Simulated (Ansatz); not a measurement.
Reaction (substitution at a C–Al bond): `C[CH](C)[AlH][OH]` + `[CH3][Al]([OH])[F]` → `CC(C)[O][Al]([CH3])[F]` + `[OH][AlH2]`

Gas-phase electronic energies from Ansatz, PBE0-D4/def2-TZVP geometries. CBS: MP2 limit from def2 TZ/QZ plus the TZ coupled-cluster correction, frozen cores. This one scheme is used for every species. One conformer a species, not always the lowest.

```json
{"level": "SCS-MP2/def2-TZVPP", "ΔE (kJ/mol)": "48.7"}
{"level": "HF/def2-QZVPP", "ΔE (kJ/mol)": "31.1"}
```

(1) What does CCSD(T)/CBS give? (Estimate.)

Largest T1 diagnostic among the species: 0.012.

Results:

(1) Ansatz gave: +51.9 kJ/mol. The listed levels differ from it by -3.2, -20.8 kJ/mol.

At CCSD(T), def2-SVP lies −23.0 kJ/mol from the extrapolated value and def2-TZVPP −3.6 kJ/mol. Leaving LDA and LC-ωPBE aside and taking each functional with its dispersion term where it has one, the values, not all of them listed here, spread over 16.5 kJ/mol, from B97M-V to PBE-D4. LDA lies −7.6 kJ/mol from PBE without D4. From BLYP to BHLYP (50 % exact exchange), in def2-TZVPP and without D4, ΔE moves by −5.7 kJ/mol.
